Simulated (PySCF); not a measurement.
SMILES F[Si](F)(F)[S][GeH3] (H₃F₃GeSSi) (B3LYP/def2-SVP optimised geometry):

```
9

Si    -0.730     0.697     0.000
F     -1.311    -0.061     1.299
F     -1.313     2.190     0.000
F     -1.368    -0.037    -1.277
S      1.368     0.697     0.000
Ge     1.752    -0.916     1.573
H      3.271    -1.124     1.467
H      0.979    -2.190     1.202
H      1.348    -0.385     2.956
```

Method: B3LYP/def2-TZVP (PySCF).

Problem. What are the frontier orbital energies and the dipole moment?

Solution. HOMO-2 -10.00 eV, HOMO-1 -9.32 eV, HOMO -7.94 eV, LUMO -1.27 eV, LUMO+1 -0.34 eV; dipole moment 2.83 D.

On the same geometry PBE/def2-TZVP (PySCF) gives HOMO-2 -8.91 eV, HOMO-1 -8.31 eV, HOMO -6.93 eV, LUMO -1.90 eV, LUMO+1 -0.95 eV; dipole moment 2.71 D.

Meta-Löwdin charges at B3LYP/def2-TZVP: Si1 1.58, F2 -0.49, F3 -0.48, F4 -0.49, S5 -0.38, Ge6 0.39, H7 -0.04, H8 -0.04, H9 -0.04.
